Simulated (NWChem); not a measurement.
Species: GaNH4; SMILES [GaH2][NH2]

Results from NWChem. Pople sets run with spherical d functions. B3LYP is NWChem's, with the RPA form of VWN correlation. Each level has its own optimisation; frequencies are unscaled.

For level Hartree-Fock/6-31G*:

| Quantity | Value |
|---|---|
| r Ga–N (Å) | 1.821 |
| r H–N (Å) | 0.997 |
| highest harmonic frequency (cm⁻¹) | 3906 |
| lowest (cm⁻¹) | 330 |
| dipole (D) | 0.85 |

**Question.** Estimate the same quantities for level B3LYP/3-21G.

**Answer.** 
- r Ga–N (Å) = 1.770
- r H–N (Å) = 1.017
- highest harmonic frequency (cm⁻¹) = 3582
- lowest (cm⁻¹) = 466
- dipole (D) = 1.85
